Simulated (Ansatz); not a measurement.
## Relative stability

The two ends of one reaction step of BSiH6ClO2, closed shell (PBE0-D4/def2-TZVP).

A:

B1  (-0.738, 0.172, 0.421)
Cl2  (2.241, 1.966, -1.555)
O3  (-1.895, 0.023, 1.121)
O4  (-0.392, 1.451, 0.079)
H5  (1.138, 1.857, -0.882)
Si6  (0.475, -1.369, -0.130)
H7  (-2.105, -0.886, 1.343)
H8  (-1.028, 2.109, 0.384)
H9  (1.831, -1.223, 0.459)
H10  (-0.120, -2.644, 0.369)
H11  (0.593, -1.456, -1.609)
(Å)

B:

B1  (-1.076, 1.649, 0.006)
Cl2  (-1.964, 3.090, -0.513)
O3  (-1.114, 0.509, -0.734)
O4  (-0.366, 1.712, 1.148)
H5  (1.786, -0.654, -0.859)
Si6  (1.215, -1.685, 0.041)
H7  (-1.649, 0.584, -1.527)
H8  (0.078, 0.879, 1.344)
H9  (2.278, -2.641, 0.439)
H10  (0.704, -1.032, 1.279)
H11  (0.108, -2.411, -0.624)
(Å)

Computed with Ansatz 0.2.0 (basis: def2-TZVPP); correlated methods freeze the cores. B3LYP uses VWN-RPA correlation.

Q: Which structure is lower at CCSD(T), and by how much? (To be estimated.)

A: Computed: B, by 22.38 kcal/mol (electronic energy, against the other). By their contacts, A is a complex of BSiH₅O₂ ([OH][B]([OH])[SiH3]) + HCl and B is a complex of BH₂ClO₂ ([OH][B]([OH])[Cl]) + SiH₄.

All methods give the same order:

| method | E(B) − E(A) (kcal/mol) |
| --- | --- |
| SPW92 | -18.46 |
| PBE-D4 | -19.41 |
| BLYP-D4 | -20.79 |
| r2SCAN-D4 | -22.43 |
| B97M-V | -23.49 |
| PBE0-D4 | -20.88 |
| B3LYP-D4 | -21.83 |
| r2SCAN0-D4 | -23.08 |
| BHLYP-D4 | -23.50 |
| CAM-B3LYP-D4 | -22.11 |
| wB97X-V | -22.12 |
| wB97M-V | -23.21 |
| B2PLYP | -22.83 |
| PBE-QIDH | -22.71 |
| RPA on PBE | -22.20 |
| HF | -27.11 |
| MP2 | -23.67 |
| CCSD | -22.84 |
| CCSD(T) | -22.38 |

No T1 diagnostic of these runs exceeds 0.013.

Labels in which every atom is bracketed show which atoms are joined, not bond orders.

For scale, one of the runs: CCSD(T)/def2-TZVPP, 261 basis functions, launched by `ansatz run in.yaml --threads 8 --pin off --events-out ev --progress --plain --max-ram 19148MiB`. Time: 71 s of wall clock on 8 CPU threads of an Intel Xeon Platinum 8175M; the host was shared. Peak host memory: 6.2 GiB.
